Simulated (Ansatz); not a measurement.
The Se4–H5 bond of AlH3Se (SMILES [AlH2][SeH]) is stretched (multiplicity 1, the rest rigid).
Geometry at rest (charge 0, multiplicity 1):
```json
[
 {"atom": "Al", "x (Å)": "0.3641", "y (Å)": "0.0275", "z (Å)": "-1.5573"},
 {"atom": "H", "x (Å)": "-0.6985", "y (Å)": "-0.5698", "z (Å)": "-2.5521"},
 {"atom": "H", "x (Å)": "1.7454", "y (Å)": "0.6424", "z (Å)": "-1.9937"},
 {"atom": "Se", "x (Å)": "-0.2012", "y (Å)": "-0.0305", "z (Å)": "0.6966"},
 {"atom": "H", "x (Å)": "1.0606", "y (Å)": "0.6067", "z (Å)": "1.1072"}
]
```

Correlated levels freeze the cores. Filled d and f shells under p-block atoms count as core.

The values were computed with Ansatz (a program for electronic structure) with Gaussian orbitals. Each number belongs to the level named beside it.

FIC-MRCISD+Q on CASSCF(4,3)/def2-TZVPP, total energies (hartree):

```
R (Å)        CASSCF        MRCISD  weight c² of the reference
-----  ------------  ------------  --------------------------
1.472  -2643.566050  -2643.802318                     0.89671
2.576  -2643.474129  -2643.699107                     0.89617
4.710  -2643.452034  -2643.673501                     0.89723
```

Problem. Add the Davidson correction (E_MRCISD − E_CASSCF)(1 − c²)/c² and give the energies above the first point at the three levels.

Solution. 
Corrections (hartree): -0.027214, -0.026066, -0.025366. Above the first point (kcal/mol):
- R = 2.576 Å: CASSCF 57.7, MRCISD 64.8, with the correction 65.5
- R = 4.710 Å: CASSCF 71.5, MRCISD 80.8, with the correction 82.0

Doubts at one or more of the structures used: active orbitals that take no part (FIC-MRCISD+Q on CASSCF(4,3)/def2-TZVPP).
